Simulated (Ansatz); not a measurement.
```xyz
9

C    -0.309    0.247   -1.544
O     0.374    0.521   -0.341
Ga    0.092   -0.338    1.175
O     1.017    0.099    2.615
Cl   -1.348   -1.892    1.289
H    -1.051   -0.553   -1.445
H     0.411   -0.048   -2.314
H    -0.825    1.151   -1.884
H     1.638    0.813    2.448
```

Total charge 0; spin multiplicity 1.

Q: List the PBE0/def2-TZVPP orbital energies in eV (Ansatz). (An estimate is asked.)

A: Computed: Occupied: -10147.99, -2767.43, -1253.76, -1109.97, -1109.85, -1109.82, -522.87, -522.83, -279.42, -259.27, -197.54, -197.42, -197.40, -152.22, -105.25, -105.02, -104.93, -28.27, -27.95, -24.61, -24.28, -24.22, -24.09, -23.89, -22.44, -18.90, -14.39, -13.51, -12.63, -12.49, -11.25, -10.17, -9.84, -9.37, -9.27, -8.73, -8.29. Lowest empty: -1.12, -0.27, 1.32, 1.85, 2.22, 3.41, 3.42, 3.76.
